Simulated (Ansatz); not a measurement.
# Worked example: the step energy

An elementary step of SiH2O2F2, closed shell (SiH₂O₂F₂ ([OH][Si]([OH])([F])[F]) → SiOF₂ ([O][Si]([F])[F]) + H₂O (still joined by a long Si–O bond); Si–O, O–H broken or loosened, O–H formed or tightened). “Start” and “end” are the PBE0-D4/def2-TZVP structures reached by relaxing down either side of its saddle point, with the molecules still in contact.

Computed with Ansatz 0.2.0 (basis: def2-TZVPP and def2-QZVPP); correlated methods freeze the cores.

Energies in eV:

| quantity | end | start |
| --- | --- | --- |
| Hartree–Fock, triple zeta (X = 3) | -17389.45187 | -17392.05472 |
| Hartree–Fock, quadruple zeta (X = 4) | -17390.18669 | -17392.79623 |
| MP2 correlation, X = 3 | -29.95000 | -29.57265 |
| MP2 correlation, X = 4 | -32.64453 | -32.26081 |
| CCSD(T) correlation, X = 3 | -30.99437 | -30.66021 |

Task: Work out the step energy at the basis limit: extrapolate Hartree–Fock as E(X) = E∞ + A exp(−7.88 √X) and the MP2 correlation as E(X) = E∞ + B X^−2.97 (the exponents that Neese and Valeev fitted for def2-TZVPP and QZVPP), then add CCSD(T) − MP2 in triple zeta.

Result: Each step is linear, so take the differences first (end − start): Hartree–Fock 2.60285 (X = 3) and 2.60954 (X = 4); MP2 correlation -0.37735 and -0.38372; CCSD(T) correlation -0.33416.
Two points give E∞ = E(4) + w [E(4) − E(3)], with w = 1/(exp(7.88 (2 − √3)) − 1) = 0.1377 for Hartree–Fock and w = 1/((4/3)^2.97 − 1) = 0.7407 for the correlation.
Hartree–Fock: 2.60954 + 0.1377 × 0.00669 = 2.6105 eV.
MP2 correlation: -0.38372 + 0.7407 × (-0.00637) = -0.3884 eV.
CCSD(T) − MP2: -0.33416 − (-0.37735) = 0.0432 eV.
Sum: 2.6105 + (-0.3884) + 0.0432 = 2.2653 eV, or 52.24 kcal/mol. Plain CCSD(T) in triple zeta gives 2.2687 eV, so the larger basis shifts the result by -0.0034 eV.

No T1 diagnostic of these runs exceeds 0.014.

Labels in which every atom is bracketed show which atoms are joined, not bond orders.

For scale, one of the runs: CCSD(T)/def2-TZVPP, 194 basis functions, launched by `ansatz run in.yaml --threads 4 --pin off --events-out ev --progress --plain --max-ram 9574MiB`. Time: 48 s of wall clock on 4 CPU threads of an Arm Neoverse V2; the host was shared. Peak host memory: 2.4 GiB.
